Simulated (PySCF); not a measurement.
Isomers of C9H12O2.

All values: PBE0/pcSseg-1 (PySCF) at GFN2-xTB geometries, gas phase, one conformer each.

(1) Rank by LUMO energy, lowest first.
A. `[CH3:1][C:2](=[O:3])[O:4][C@@:5]12[CH2:6][C@H:7]3[C@@H:8]1[C@@:9]3([CH3:10])[CH2:11]2` with C1–C2–O4–C5 178°, C2–O4–C5–C6 -162°
B. `[CH3:1][CH2:2][O:3][c:4]1[cH:5][cH:6][c:7]([O:8][CH3:9])[cH:10][cH:11]1` with C1–C2–O3–C4 73°, C2–O3–C4–C5 -172°, C6–C7–O8–C9 -1°
C. `[CH3:1][O:2]/[CH:3]=[C:4]1\[CH:5]=[C:6]([O:7][CH3:8])[CH:9]=[C:10]1[CH3:11]` with C1–O2–C3–C4 -177°, C5–C6–O7–C8 0°
D. `[CH3:1][O:2][C@:3]12[CH:4]=[CH:5][C@:6]([O:7][CH3:8])([CH:9]=[CH:10]1)[CH2:11]2` with C1–O2–C3–C4 62°, C5–C6–O7–C8 172°
E. `[CH3:1][O:2][C@:3]12[CH:4]=[CH:5][C@H:6]([CH:7]=[CH:8]1)[C@@H:9]2[CH2:10][OH:11]` with C1–O2–C3–C4 -56°, C6–C9–C10–O11 -167°, C9–C10–O11–H 58°
F. `[CH2:1]=[C:2]([CH3:3])[C:4]1=[CH:5][C@H:6]([CH2:7][CH3:8])[O:9][C:10]1=[O:11]` with C1–C2–C4–C5 -178°, C5–C6–C7–C8 178°

(2) Rank by HOMO energy, highest first.
A. `[CH3:1][CH2:2][O:3][c:4]1[cH:5][cH:6][c:7]([O:8][CH3:9])[cH:10][cH:11]1` with C1–C2–O3–C4 73°, C2–O3–C4–C5 -172°, C6–C7–O8–C9 -1° (p-ethoxyanisole)
B. `[CH3:1][CH2:2][CH2:3][C:4]1([C:5]#[C:6][C:7](=[O:8])[OH:9])[CH2:10][CH2:11]1` with C1–C2–C3–C4 180°, C2–C3–C4–C5 -64°, C6–C7–O9–H 180°
C. `[CH3:1][O:2][CH2:3][CH2:4][O:5][c:6]1[cH:7][cH:8][cH:9][cH:10][cH:11]1` with C1–O2–C3–C4 180°, O2–C3–C4–O5 180°, C3–C4–O5–C6 180°, C4–O5–C6–C7 0°
D. `[CH2:1]=[C:2]([CH3:3])[C:4]1=[CH:5][C@H:6]([CH2:7][CH3:8])[O:9][C:10]1=[O:11]` with C1–C2–C4–C5 -178°, C5–C6–C7–C8 178°
E. `[CH3:1][O:2]/[CH:3]=[C:4]1\[CH:5]=[C:6]([O:7][CH3:8])[CH:9]=[C:10]1[CH3:11]` with C1–O2–C3–C4 -177°, C5–C6–O7–C8 0°
F. `[CH3:1][O:2][C@:3]12[CH:4]=[CH:5][C@:6]([O:7][CH3:8])([CH:9]=[CH:10]1)[CH2:11]2` with C1–O2–C3–C4 62°, C5–C6–O7–C8 172°

(3) Rank by the highest Hirshfeld charge on any atom, highest value first.
A. `[CH3:1][O:2][C@:3]12[CH:4]=[CH:5][C@H:6]([CH:7]=[CH:8]1)[C@@H:9]2[CH2:10][OH:11]` with C1–O2–C3–C4 -56°, C6–C9–C10–O11 -167°, C9–C10–O11–H 58°
B. `[CH3:1][O:2]/[CH:3]=[C:4]1\[CH:5]=[C:6]([O:7][CH3:8])[CH:9]=[C:10]1[CH3:11]` with C1–O2–C3–C4 -177°, C5–C6–O7–C8 0°
C. `[CH2:1]=[C:2]([CH3:3])[C:4]1=[CH:5][C@H:6]([CH2:7][CH3:8])[O:9][C:10]1=[O:11]` with C1–C2–C4–C5 -178°, C5–C6–C7–C8 178°
D. `[CH3:1][CH2:2][CH2:3][C:4]1([C:5]#[C:6][C:7](=[O:8])[OH:9])[CH2:10][CH2:11]1` with C1–C2–C3–C4 180°, C2–C3–C4–C5 -64°, C6–C7–O9–H 180°
E. `[CH3:1][O:2][CH2:3][CH2:4][O:5][c:6]1[cH:7][cH:8][cH:9][cH:10][cH:11]1` with C1–O2–C3–C4 180°, O2–C3–C4–O5 180°, C3–C4–O5–C6 180°, C4–O5–C6–C7 0°
F. `[CH3:1][C:2](=[O:3])[O:4][C@@:5]12[CH2:6][C@H:7]3[C@@H:8]1[C@@:9]3([CH3:10])[CH2:11]2` with C1–C2–O4–C5 178°, C2–O4–C5–C6 -162°

Results:

(1) F (-1.54 eV), C (-1.11 eV), E (-0.64 eV), D (-0.50 eV), B (-0.16 eV), A (0.36 eV).

(2) E (-5.43 eV), A (-5.78 eV), C (-6.49 eV), F (-6.63 eV), D (-7.08 eV), B (-7.59 eV).

(3) F (+0.221 e), D (+0.206 e), C (+0.196 e), A (+0.135 e), E (+0.075 e), B (+0.059 e).

All values together:

| SMILES | μ (D) | HOMO (eV) | LUMO (eV) | lowest IAO charge (e) | highest IAO charge (e) | lowest Hirshfeld charge (e) | highest Hirshfeld charge (e) |
| --- | --- | --- | --- | --- | --- | --- | --- |
| CCOc1ccc(OC)cc1 | 0.36 | -5.78 | -0.16 | -0.438 (C) | +0.181 (C) | -0.126 (C) | +0.064 (C) |
| C=C[C@@H]1CC(=O)[C@@H](C)CC1=O | 0.73 | -7.20 | -1.09 | -0.414 (C) | +0.394 (C) | -0.232 (O) | +0.171 (C) |
| CC(=O)O[C@@]12C[C@H]3[C@@H]1[C@@]3(C)C2 | 1.39 | -7.10 | 0.36 | -0.477 (C) | +0.531 (C) | -0.252 (O) | +0.221 (C) |
| C=C(C)C1=C[C@H](CC)OC1=O | 4.79 | -7.08 | -1.54 | -0.444 (O) | +0.508 (C) | -0.251 (O) | +0.196 (C) |
| CO[C@]12C=C[C@H](C=C1)[C@@H]2CO | 2.07 | -6.71 | -0.64 | -0.558 (O) | +0.345 (H) | -0.235 (O) | +0.135 (H) |
| CO/C=C1\C=C(OC)C=C1C | 3.23 | -5.43 | -1.11 | -0.429 (C) | +0.194 (C) | -0.132 (C) | +0.059 (C/H) |
| COCCOc1ccccc1 | 1.16 | -6.49 | -0.15 | -0.394 (O) | +0.203 (C) | -0.143 (O) | +0.075 (C) |
| CO[C@]12C=C[C@](OC)(C=C1)C2 | 1.31 | -6.63 | -0.50 | -0.383 (O) | +0.207 (C) | -0.145 (O) | +0.085 (C) |
| CCCC1(C#CC(=O)O)CC1 | 2.83 | -7.59 | -1.01 | -0.474 (O) | +0.522 (C) | -0.272 (O) | +0.206 (C) |

Conformers: `[CH3:1][CH2:2][O:3][c:4]1[cH:5][cH:6][c:7]([O:8][CH3:9])[cH:10][cH:11]1` with C1–C2–O3–C4 73°, C2–O3–C4–C5 -172°, C6–C7–O8–C9 -1°; `[CH2:1]=[CH:2][C@@H:3]1[CH2:4][C:5](=[O:6])[C@@H:7]([CH3:8])[CH2:9][C:10]1=[O:11]` with C1–C2–C3–C4 -150°, C2–C3–C4–C5 -63°, C3–C4–C5–O6 142°, C4–C5–C7–C8 -141°, C5–C7–C9–C10 56°; `[CH3:1][C:2](=[O:3])[O:4][C@@:5]12[CH2:6][C@H:7]3[C@@H:8]1[C@@:9]3([CH3:10])[CH2:11]2` with C1–C2–O4–C5 178°, C2–O4–C5–C6 -162°; `[CH2:1]=[C:2]([CH3:3])[C:4]1=[CH:5][C@H:6]([CH2:7][CH3:8])[O:9][C:10]1=[O:11]` with C1–C2–C4–C5 -178°, C5–C6–C7–C8 178°; `[CH3:1][O:2][C@:3]12[CH:4]=[CH:5][C@H:6]([CH:7]=[CH:8]1)[C@@H:9]2[CH2:10][OH:11]` with C1–O2–C3–C4 -56°, C6–C9–C10–O11 -167°, C9–C10–O11–H 58°; `[CH3:1][O:2]/[CH:3]=[C:4]1\[CH:5]=[C:6]([O:7][CH3:8])[CH:9]=[C:10]1[CH3:11]` with C1–O2–C3–C4 -177°, C5–C6–O7–C8 0°; `[CH3:1][O:2][CH2:3][CH2:4][O:5][c:6]1[cH:7][cH:8][cH:9][cH:10][cH:11]1` with C1–O2–C3–C4 180°, O2–C3–C4–O5 180°, C3–C4–O5–C6 180°, C4–O5–C6–C7 0°; `[CH3:1][O:2][C@:3]12[CH:4]=[CH:5][C@:6]([O:7][CH3:8])([CH:9]=[CH:10]1)[CH2:11]2` with C1–O2–C3–C4 62°, C5–C6–O7–C8 172°; `[CH3:1][CH2:2][CH2:3][C:4]1([C:5]#[C:6][C:7](=[O:8])[OH:9])[CH2:10][CH2:11]1` with C1–C2–C3–C4 180°, C2–C3–C4–C5 -64°, C6–C7–O9–H 180°.
